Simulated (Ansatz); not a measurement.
A run for Ansatz (a quantum-chemistry and plane-wave program): R-BLYP/def2-TZVPPD on H2 (SMILES [H][H]). Files ending in .json are basis or fitting sets from the Basis Set Exchange.

Ansatz 0.2 input:
```yaml
crystal:
  periodic: [false, false, false]
  atoms:
    - {symbol: H, position_ang: [0.01501223, 0.41293252, -0.44022360]}
    - {symbol: H, position_ang: [-0.07755115, -0.19628376, -0.01959170]}
basis:
  gaussian:
    orbitals: def2-TZVPPD.json
hamiltonian:
  xc: {name: BLYP}
scf: {lower_state_search: off}
```

Output:

```
WARN ansatz: RAYON_NUM_THREADS=1 ignored (pool sized by the plan → 1); use --threads N
Functional definition: BLYP
these checks for a lower state are left out or cut short: stability, starts, cluster_reference, orbital_swaps, neighbouring_geometries, increment
integrals: 0.00 GiB planned
118 factors; their error is unknown
mean field: 0.05 GiB planned
mean field evaluation 1: about -31.4290 eV, gradient 1.0e1 eV
mean field evaluation 2: about -31.7695 eV, gradient 3.9e0 eV
mean field evaluation 4: about -31.8304 eV, gradient 6.1e-2 eV
mean field evaluation 8: about -31.8262 eV, gradient 3.3e-3 eV
mean field -31.82623010 eV, -1.1695923837 hartree, gradient 7.1e-7 eV, S^2 0.000000; 0 other end points of the search recorded, 0 dependent functions left out
reference -31.82641504 eV, -1.1695991801 hartree; 1, 1 occupied and 33, 33 virtual orbitals, 118 factors
Total energy: -31.82641504 eV, -1.1695991801 hartree
Checks for a lower state left out: stability, starts, cluster_reference, orbital_swaps, neighbouring_geometries, increment
```

The calculation finished and met its thresholds.

Cost: very roughly 0.06 core-seconds.
